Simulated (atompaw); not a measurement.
## u(r) = r·R(r): atom against pseudo-atom (C)

Columns: radius, all-electron u(r) and pseudo u(r) of the 2s shell (level -13.87 eV) of carbon in the configuration [He] 2s1.5 2p2.5; PBEsol, non-relativistic, PAW (atompaw) scheme, atompaw 4.2.0.5.

```
r (bohr)  all-electron   pseudo
   0.115        0.3436  -0.0898
   0.231        0.2726  -0.1787
   0.346        0.0641  -0.2633
   0.462       -0.1679  -0.3434
   0.577       -0.3730  -0.4164
   0.692       -0.5380  -0.4815
   0.808       -0.6616  -0.5383
   0.923       -0.7446  -0.5851
   1.038       -0.7941  -0.6219
   1.154       -0.8164  -0.6486
   1.269       -0.8173  -0.6649
   1.385       -0.8020  -0.6715
   1.500       -0.7754  -0.6689
   1.615       -0.7409  -0.6580
   1.731       -0.7008  -0.6396
   1.846       -0.6582  -0.6151
   1.962       -0.6138  -0.5854
   2.077       -0.5697  -0.5523
   2.192       -0.5264  -0.5167
   2.308       -0.4841  -0.4794
   2.423       -0.4441  -0.4422
   2.538       -0.4062  -0.4057
   2.654       -0.3703  -0.3703
   2.769       -0.3372  -0.3372
   2.885       -0.3061  -0.3061
   3.000       -0.2776  -0.2776
```

Task: How many radial nodes do the two functions have?

Result: The all-electron 2s function has n − l − 1 = 1; the pseudo-wave has 0, since the states of the same l below it are removed with the core.

Task: Is the pseudo-wave norm-conserving?

Result: No, it belongs to a PAW set: the norm inside the radius is not constrained, and the difference is carried by the augmentation charge.
